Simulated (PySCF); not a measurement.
TiCl₂, SMILES [Cl][Ti][Cl] (connectivity only; charge and spin as stated), neutral, multiplicity 3.

Geometry optimised at PBE0-D3(BJ)/def2-TZVP. The spin state was assumed, not searched.

All values below come from CAM-B3LYP/def2-TZVPD (PySCF).

Gas-phase values at a fixed geometry.

Computed frontier levels, dipole moment and polarisability:
```yaml
"α spin, highest occupied and lowest empty level": -7.94 and -1.69 eV
"β spin, highest occupied and lowest empty level": -10.67 and -1.84 eV
dipole_moment: 0.00 D
mean_static_polarisability: 63.2 bohr³ (9.36 Å³)
polarisability_principal_values: 54.0, 54.0, 81.6 bohr³
"⟨S²⟩": 2.005 (pure state 2.00)
```
